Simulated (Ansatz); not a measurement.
TaTe₂⁻. Charge -1, multiplicity 3. Geometry PBE-D4/def2-TZVP, that of the neutral doublet; atoms count from 1.

```xyz
3

Ta    0.3125   -1.4047   -0.5330
Te   -0.5652    1.0857   -0.9838
Te    0.2526    0.3190    1.5168
```

In the def2 sets Ta, Te take a core potential; there is no spin–orbit coupling. The charge -1 triplet is spin-contaminated (final ⟨S²⟩ up to 2.69, 2.00 for a pure state). The structure comes from a short search, and lower isomers may exist.

(1) Estimate the Mulliken populations from the PBE0/def2-TZVPD orbitals of Ansatz.

(2) Where does the spin sit?

(3) And the Mayer bond orders between bonded heavy atoms (over 0.3)?

## Answers

(1) 
```tsv
atom	charge (e)	spin (α − β)	d electrons
Ta1	-0.26	1.65	3.25
Te2	-0.37	0.17	–
Te3	-0.37	0.17	–
```
Mulliken values and Mayer orders depend strongly on the basis. With diffuse functions, as here, like atoms can get unlike values, and bond orders can come out too low or too high.

(2) Summed by element: Ta 1.65, Te 0.35, of 2 unpaired in all. Largest on single atoms: Ta1 1.65, Te3 0.17, Te2 0.17.

(3) Ta1–Te2 1.56 (2.68 Å); Ta1–Te3 1.56 (2.68 Å); Te2–Te3 0.56 (2.74 Å).
